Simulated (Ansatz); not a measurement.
The cluster B₆Sb₆. Total charge 0; triplet. Geometry r2SCAN-D4/def2-SVP, that of the neutral singlet; atoms count from 1.

```xyz
12

B    -0.069    0.549   -0.089
B    -0.623   -0.484   -1.354
B     1.323    0.416    0.810
B    -1.759    0.577   -0.233
B     0.876   -0.863   -0.439
B    -1.343    0.317    1.266
Sb   -2.239   -1.733   -0.342
Sb   -1.046    1.597   -2.144
Sb    2.962   -0.093   -0.739
Sb    1.477    2.365   -0.573
Sb    0.198   -2.511    1.047
Sb    0.242   -0.137    2.789
```

In the def2 sets Sb takes a core potential; there is no spin–orbit coupling. At PBE0-D4/def2-SVP a singlet of charge 0 lies 1.69 eV below the triplet at the same geometry. The structure comes from a short search, and lower isomers may exist.

**Question.** Estimate the Mulliken populations from the PBE0/def2-SVP orbitals of Ansatz.

**Answer.** 
```
atom  charge (e)  spin (α − β)
  B1       -0.08          0.04
  B2       -0.13          0.19
  B3       -0.38          0.07
  B4       -0.27          0.05
  B5       -0.17          0.23
  B6       -0.08          0.46
 Sb7        0.23          0.25
 Sb8        0.19          0.05
 Sb9        0.16          0.53
Sb10        0.18          0.13
Sb11        0.14          0.02
Sb12        0.22         -0.02
```
Mulliken values and Mayer orders depend strongly on the basis.

**Question.** Where does the spin sit?

**Answer.** Summed by element: B 1.03, Sb 0.97, of 2 unpaired in all. Largest on single atoms: Sb9 0.53, B6 0.46, Sb7 0.25.

**Question.** And the Mayer bond orders between bonded heavy atoms (over 0.3)?

**Answer.** B1–B2 0.35 (1.72 Å); B1–B3 0.47 (1.66 Å); B1–B4 0.35 (1.70 Å); B1–B5 0.41 (1.74 Å); B1–B6 0.40 (1.87 Å); B1–Sb8 0.32 (2.50 Å); B1–Sb10 0.48 (2.43 Å); B2–B4 0.33 (1.92 Å); B2–B5 0.80 (1.80 Å); B2–Sb7 0.80 (2.28 Å); B2–Sb8 0.80 (2.27 Å); B3–B5 0.34 (1.84 Å); B3–Sb9 0.73 (2.31 Å); B3–Sb10 0.65 (2.39 Å); B3–Sb12 0.96 (2.32 Å); B4–B6 0.97 (1.58 Å); B4–Sb7 0.61 (2.36 Å); B4–Sb8 0.94 (2.28 Å); B5–Sb9 0.75 (2.24 Å); B5–Sb11 0.94 (2.32 Å); B6–Sb12 1.01 (2.24 Å); Sb7–Sb11 0.85 (2.91 Å); Sb8–Sb10 0.62 (3.07 Å); Sb9–Sb10 0.94 (2.88 Å); Sb11–Sb12 0.87 (2.94 Å). Values over 0.3 also appear between atoms too far apart for a bond (B6–Sb7 0.41 at 2.76 Å); they arise where an orbital or an unpaired electron spreads over both atoms.
